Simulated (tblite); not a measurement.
C₅H₅FO₂Si.
Numbering: `[O:1]=[C:2]([F:3])[c:4]1[cH:5][cH:6][c:7]([SiH3:8])[o:9]1` (hydrogens: H10 on C5; H11 on C6; H12, H13, H14 on Si8)

Computed with GFN2-xTB (tblite), gas phase: L-BFGS steps from a force-field or distance-geometry start until the largest atomic force falls under 0.01 eV/Å.

Step 7: E = -757.5032 eV
```
atom  x, y, z in Å  |  force x, y, z in eV/Å
O1     -2.7184    1.9321    1.2454    0.166  -0.080  -0.038
C2     -2.5497    1.0058    0.5258   -0.022   0.085   0.040
F3     -3.6481    0.4191   -0.0586    0.005  -0.066  -0.046
C4     -1.3521    0.3171    0.1018    0.074   0.072   0.046
C5     -1.2033   -0.7653   -0.7464    0.015   0.036   0.065
C6      0.1728   -1.0158   -0.7996   -0.057  -0.054  -0.062
C7      0.7948   -0.0840    0.0070   -0.005  -0.043  -0.057
Si8     2.6459    0.1190    0.3836   -0.108   0.002   0.003
O9     -0.1364    0.7198    0.5467    0.085  -0.051   0.004
H10    -1.9950   -1.2907   -1.2453    0.066   0.040   0.032
H11     0.6501   -1.7877   -1.3665    0.074  -0.006   0.005
H12     2.9778   -0.5902    1.6217   -0.100   0.036   0.012
H13     3.3795   -0.5165   -0.7154   -0.111   0.030  -0.010
H14     2.9814    1.5367    0.4777   -0.084  -0.002   0.006
```

Step 8: E = -757.5074 eV
```
atom  x, y, z in Å  |  force x, y, z in eV/Å
O1     -2.7110    1.9350    1.2486    0.103  -0.200  -0.143
C2     -2.5468    1.0076    0.5270    0.026   0.123   0.084
F3     -3.6400    0.4138   -0.0620   -0.014   0.020   0.019
C4     -1.3498    0.3184    0.1028    0.093   0.047   0.041
C5     -1.2053   -0.7653   -0.7454    0.041   0.038   0.050
C6      0.1702   -1.0174   -0.8017   -0.052  -0.034  -0.039
C7      0.7945   -0.0874    0.0032   -0.018   0.000  -0.011
Si8     2.6400    0.1195    0.3832   -0.002   0.004   0.049
O9     -0.1321    0.7178    0.5466    0.025  -0.045  -0.015
H10    -1.9956   -1.2912   -1.2462    0.056   0.054   0.046
H11     0.6550   -1.7856   -1.3641    0.057  -0.062  -0.044
H12     2.9716   -0.5896    1.6257   -0.111   0.066  -0.047
H13     3.3725   -0.5154   -0.7180   -0.107   0.035   0.008
H14     2.9762    1.5394    0.4781   -0.097  -0.046   0.002
```

Step 9: E = -757.5102 eV
```
atom  x, y, z in Å  |  force x, y, z in eV/Å
O1     -2.7039    1.9355    1.2499    0.032  -0.171  -0.133
C2     -2.5438    1.0088    0.5276    0.068   0.063   0.053
F3     -3.6348    0.4103   -0.0641   -0.010   0.078   0.062
C4     -1.3470    0.3202    0.1042    0.074   0.008   0.021
C5     -1.2061   -0.7645   -0.7436    0.038   0.021   0.017
C6      0.1679   -1.0189   -0.8038    0.003  -0.050  -0.040
C7      0.7939   -0.0905   -0.0002    0.010   0.032   0.031
Si8     2.6354    0.1199    0.3836    0.047   0.005   0.053
O9     -0.1282    0.7159    0.5466   -0.007  -0.019  -0.015
H10    -1.9948   -1.2904   -1.2457    0.028   0.055   0.048
H11     0.6595   -1.7852   -1.3633    0.016  -0.067  -0.055
H12     2.9651   -0.5881    1.6278   -0.108   0.069  -0.058
H13     3.3655   -0.5139   -0.7197   -0.093   0.032   0.013
H14     2.9706    1.5405    0.4785   -0.099  -0.054   0.002
```

Problem. Estimate the geometry and energy of step 10. (The exact step hangs on the optimiser's Hessian estimate; all steps are aligned on step 9, rigid shifts and turns removed.)

Solution. E = -757.5128 eV, largest force 0.138 eV/Å
```
atom  x, y, z in Å  |  force x, y, z in eV/Å
O1     -2.6965    1.9346    1.2501   -0.030  -0.061  -0.057
C2     -2.5393    1.0095    0.5278    0.082  -0.033  -0.008
F3     -3.6299    0.4083   -0.0650   -0.001   0.109   0.084
C4     -1.3430    0.3218    0.1057    0.043  -0.038  -0.008
C5     -1.2062   -0.7633   -0.7416    0.063  -0.018  -0.030
C6      0.1662   -1.0216   -0.8066    0.060   0.001   0.013
C7      0.7937   -0.0932   -0.0031    0.024   0.014   0.032
Si8     2.6313    0.1204    0.3847    0.059   0.007   0.029
O9     -0.1242    0.7140    0.5467   -0.011   0.007  -0.010
H10    -1.9935   -1.2885   -1.2443   -0.017   0.044   0.039
H11     0.6640   -1.7860   -1.3634   -0.023  -0.071  -0.064
H12     2.9566   -0.5853    1.6290   -0.091   0.050  -0.031
H13     3.3567   -0.5118   -0.7211   -0.067   0.022   0.006
H14     2.9633    1.5406    0.4789   -0.090  -0.034   0.005
```

The energy changes by -0.0027 eV. The first-order estimate −F·Δx gives -0.0038 eV and the mean of the old and new forces, exact on a quadratic surface, -0.0027 eV. The step makes an angle of 62° with the force vector and moves no atom by more than 0.009 Å.

The cost below is that of the whole relaxation. Time: 0.26 s of wall time. Hardware: one thread, Arm Neoverse V1 (aarch64), on a shared host.
